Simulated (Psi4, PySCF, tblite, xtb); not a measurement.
Interaction energy of CH2O2 ··· H2Se (SMILES O=CO and [SeH2]). Monomers: optimised at B3LYP-D3(BJ) (def2-TZVP), held rigid. Orientation: a higher rigid-body minimum at GFN2-xTB. The monomers approach along the line of their centres of mass (distance R); nothing else relaxes.

Geometry at R = 3.59 Å (first 5 atoms: monomer A):
```
8

O      0.7465    -0.5397     0.3172
C     -0.3615    -0.0006    -0.2191
O     -0.6832     1.1485    -0.1276
H      1.2243     0.1674     0.7822
H     -0.9261    -0.7755    -0.7528
Se    -3.1854     1.3773    -1.2752
H     -2.9468     2.6589    -0.5951
H     -4.5285     1.8092    -1.6894
```

- GFN1-xTB (xtb)
- GFN2-xTB (tblite)
- RKS-BP86/6-31G* = PySCF 2.14.0 with restricted BP86/6-31G*, spherical d, no counterpoise correction
- SAPT0/jun-cc-pVDZ, frozen core (Psi4)

Interaction energies in kJ/mol; the last columns give the difference from SAPT0:

| R / Å | GFN1-xTB | GFN2-xTB | RKS-BP86/6-31G* | SAPT0/jun-cc-pVDZ | GFN1-xTB − SAPT0/jun-cc-pVDZ | GFN2-xTB − SAPT0/jun-cc-pVDZ | RKS-BP86/6-31G* − SAPT0/jun-cc-pVDZ |
|---|---|---|---|---|---|---|---|
| 3.02 | 52.29 | 28.97 | 75.36 | 79.63 | -27.34 | -50.66 | -4.27 |
| 3.15 | 27.37 | 2.16 | 41.95 | 44.86 | -17.50 | -42.70 | -2.91 |
| 3.38 | 6.08 | -19.84 | 10.79 | 11.19 | -5.11 | -31.03 | -0.40 |
| 3.59 | -0.72 | -23.90 | -0.89 | -1.94 | 1.22 | -21.96 | 1.05 |
| 3.76 | -2.46 | -22.20 | -4.68 | -6.28 | 3.82 | -15.92 | 1.60 |
| 4.01 | -2.76 | -17.21 | -6.08 | -7.84 | 5.08 | -9.37 | 1.76 |
| 4.28 | -2.32 | -11.95 | -5.49 | -7.00 | 4.69 | -4.94 | 1.51 |
| 4.63 | -1.75 | -6.98 | -4.07 | -5.17 | 3.42 | -1.81 | 1.10 |
| 5.10 | -1.22 | -3.38 | -2.34 | -3.21 | 1.99 | -0.17 | 0.87 |
| 5.82 | -0.66 | -1.24 | -0.84 | -1.57 | 0.91 | 0.33 | 0.73 |
| 6.83 | -0.25 | -0.35 | -0.28 | -0.66 | 0.41 | 0.31 | 0.38 |
| 8.06 | -0.08 | -0.07 | -0.11 | -0.27 | 0.20 | 0.21 | 0.16 |

GFN1-xTB is furthest from SAPT0/jun-cc-pVDZ at 3.02 (-27.34 kJ/mol, below); its mean absolute difference over the points is 5.97 kJ/mol.

GFN2-xTB is furthest from SAPT0/jun-cc-pVDZ at 3.02 (-50.66 kJ/mol, below); its mean absolute difference over the points is 14.95 kJ/mol.

RKS-BP86/6-31G* is furthest from SAPT0/jun-cc-pVDZ at 3.02 (-4.27 kJ/mol, below); its mean absolute difference over the points is 1.40 kJ/mol.
